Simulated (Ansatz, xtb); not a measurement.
Relaxing a trial structure of GeH2OSi−

The starting geometry of this gas-phase doublet was built from a drawn formula by distance geometry and a force field; its bonds are those of `[O]1[SiH-][GeH]1`.

```xyz
5

Ge   -2.5677   -0.7691   -0.5242
O    -3.0042   -0.4040    1.1770
Si   -1.3290   -0.0197    1.2215
H    -1.1870    1.5067    1.1742
H    -2.3618   -2.3165   -0.7173
```

Q: Predict what it relaxes into with r2SCAN-D4/def2-SVPD.

A: It keeps its bonds, and is `[O]1[SiH-][GeH]1`. Distances that change by over a tenth: Ge1–O2 (1.79 → 1.99 Å).

The energy falls by 0.47 eV over 9 steps:

| step | E − E(last) (eV) |
| --- | --- |
| 1 | 0.474 |
| 2 | 0.157 |
| 3 | 0.044 |
| 4 | 0.020 |
| 5 | 0.009 |
| 6 | 0.001 |
| 7 | 0.001 |
| 8 | 0.000 |
| 9 | 0.000 |

Final geometry (Å):

```tsv
atom	x (Å)	y (Å)	z (Å)
Ge	-2.6978	-0.7884	-0.7676
O	-2.9769	-0.3348	1.1455
Si	-1.3090	-0.0252	1.0662
H	-1.1710	1.4846	1.4035
H	-2.2951	-2.3388	-0.5163
```

From the same start GFN2-xTB ends elsewhere, differing in Ge1–H5 (2.00 against 1.62 Å here).

The end wasn't checked by frequencies. Open shells are spin-unrestricted. Run with Ansatz 0.2.0, 74 s on 2 threads of Arm Neoverse V2, with other jobs on the host.
